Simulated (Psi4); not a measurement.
Pair of molecules: SiH4 (SMILES [SiH4]) (first 5 atoms) with PH3 (SMILES P); geometry from B3LYP-D3(BJ)/def2-TZVP, rigid monomers moved along the line of their centres of mass till Si1···P6 is 3.70 Å.
(charge 0, multiplicity 1):
```json
[
 {"atom": "Si", "x (Å)": "-0.1334", "y (Å)": "0.0522", "z (Å)": "0.1652"},
 {"atom": "H", "x (Å)": "-1.4945", "y (Å)": "-0.3541", "z (Å)": "0.5800"},
 {"atom": "H", "x (Å)": "-0.0649", "y (Å)": "0.1031", "z (Å)": "-1.3134"},
 {"atom": "H", "x (Å)": "0.8517", "y (Å)": "-0.9303", "z (Å)": "0.6690"},
 {"atom": "H", "x (Å)": "0.1741", "y (Å)": "1.3900", "z (Å)": "0.7176"},
 {"atom": "P", "x (Å)": "-0.3060", "y (Å)": "-0.0758", "z (Å)": "3.8628"},
 {"atom": "H", "x (Å)": "0.8666", "y (Å)": "0.2936", "z (Å)": "3.1556"},
 {"atom": "H", "x (Å)": "-0.5434", "y (Å)": "-1.2094", "z (Å)": "3.0441"},
 {"atom": "H", "x (Å)": "-1.1413", "y (Å)": "0.7654", "z (Å)": "3.0841"}
]
```

These are Psi4 with SAPT0/jun-cc-pV(D+d)Z values and carry that method's errors.

Give the four SAPT terms and the total, and say what mostly holds the pair together.

electrostatics -2.24, exchange 6.36, induction -0.64, dispersion -2.26, total 1.22 kcal/mol; the largest attraction is dispersion.
